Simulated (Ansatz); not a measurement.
Relaxation of ClH$_{5}$O$_{2}$Si (9 atoms, charge 0, multiplicity 1), to a largest force component of 0.03 eV/Å in at most 50 steps.

Method: RHF/def2-SVP (Ansatz 0.2.0).

```xyz
9
Properties=species:S:1:pos:R:3
Si -0.111 -0.172 -0.024
O -0.054 -0.267 1.643
H -0.859 -0.336 2.132
O 1.420 -0.264 -0.587
H 1.881 -1.086 -0.554
H -0.739 1.069 -0.482
H -0.911 -1.327 -0.497
Cl 1.301 2.590 1.226
H 1.223 1.502 1.969
```

Where does it end, and by what steps?

It converged. The force dipped under the threshold on the way, but the program's further checks kept it going. After 44 steps the energy has fallen by 0.281 eV; Cl8 moved furthest, 1.89 Å.

```json
{"step": "0", "energy less start (eV)": "0.0000", "largest force component (eV/Å)": "1.179", "accepted": "yes"}
{"step": "2", "energy less start (eV)": "-0.1392", "largest force component (eV/Å)": "0.711", "accepted": "yes"}
{"step": "4", "energy less start (eV)": "-0.0986", "largest force component (eV/Å)": "1.263", "accepted": "no"}
{"step": "6", "energy less start (eV)": "-0.1940", "largest force component (eV/Å)": "0.526", "accepted": "yes"}
{"step": "8", "energy less start (eV)": "-0.2236", "largest force component (eV/Å)": "0.087", "accepted": "yes"}
{"step": "10", "energy less start (eV)": "-0.2092", "largest force component (eV/Å)": "0.695", "accepted": "no"}
{"step": "12", "energy less start (eV)": "-0.2290", "largest force component (eV/Å)": "0.208", "accepted": "yes"}
{"step": "14", "energy less start (eV)": "-0.2320", "largest force component (eV/Å)": "0.047", "accepted": "yes"}
{"step": "16", "energy less start (eV)": "-0.2330", "largest force component (eV/Å)": "0.078", "accepted": "yes"}
{"step": "18", "energy less start (eV)": "-0.2339", "largest force component (eV/Å)": "0.012", "accepted": "yes"}
{"step": "20", "energy less start (eV)": "-0.2346", "largest force component (eV/Å)": "0.046", "accepted": "yes"}
{"step": "22", "energy less start (eV)": "-0.2358", "largest force component (eV/Å)": "0.059", "accepted": "yes"}
{"step": "24", "energy less start (eV)": "-0.2334", "largest force component (eV/Å)": "0.566", "accepted": "no"}
{"step": "26", "energy less start (eV)": "-0.2431", "largest force component (eV/Å)": "0.086", "accepted": "yes"}
{"step": "28", "energy less start (eV)": "-0.2505", "largest force component (eV/Å)": "0.422", "accepted": "yes"}
{"step": "30", "energy less start (eV)": "-0.2638", "largest force component (eV/Å)": "0.457", "accepted": "yes"}
{"step": "32", "energy less start (eV)": "-0.2542", "largest force component (eV/Å)": "0.436", "accepted": "no"}
{"step": "34", "energy less start (eV)": "-0.2742", "largest force component (eV/Å)": "0.078", "accepted": "yes"}
{"step": "36", "energy less start (eV)": "-0.2762", "largest force component (eV/Å)": "0.093", "accepted": "yes"}
{"step": "38", "energy less start (eV)": "-0.2784", "largest force component (eV/Å)": "0.075", "accepted": "yes"}
{"step": "40", "energy less start (eV)": "-0.2797", "largest force component (eV/Å)": "0.065", "accepted": "yes"}
{"step": "42", "energy less start (eV)": "-0.2804", "largest force component (eV/Å)": "0.068", "accepted": "yes"}
{"step": "44", "energy less start (eV)": "-0.2806", "largest force component (eV/Å)": "0.006", "accepted": "yes"}
```

```xyz
9
Properties=species:S:1:pos:R:3
Si -0.253 -0.400 -0.160
O -0.527 0.603 1.141
H -1.296 0.491 1.678
O 1.174 0.041 -0.814
H 1.937 0.196 -0.278
H -1.295 -0.229 -1.184
H -0.248 -1.795 0.325
Cl 2.461 1.434 2.161
H 1.198 1.368 1.956
```

Whether the end is a true minimum wasn't checked by a vibrational analysis.

Run time: 78 s on 1 thread of AMD EPYC 7R43 64-Core Processor (Zen 3) (shared host), peak memory 0.18 GiB.
